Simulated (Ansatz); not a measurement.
`[Br][Sb]([Br])[Br]`, relaxed with RKS PBE0-D4/def2-TZVP in Ansatz from a PBE-D4/def2-SVP geometry. The force threshold is 0.005 eV/Å; the program also tests the step.

Charge 0, multiplicity 1. Sb: def2 effective core potential.

Start:

```xyz
4

Br   -0.365   -1.776    1.362
Sb   -0.665   -0.159   -0.582
Br    1.721   -0.112   -1.473
Br   -0.691    2.046    0.693
```

```csv
step,energy (eV),largest force (eV/Å),largest move (Å)
1,-216656.5107,0.615,0.000
2,-216656.5313,0.485,0.113
3,-216656.5583,0.048,0.044
4,-216656.5586,0.002,0.005
```

End:

```xyz
4

Br   -0.346   -1.723    1.332
Sb   -0.672   -0.160   -0.589
Br    1.681   -0.106   -1.423
Br   -0.662    1.990    0.681
```

It took 18 s on 4 threads of an Intel Xeon 6975P-C on a shared host, with 0.85 GiB of host memory at the peak.
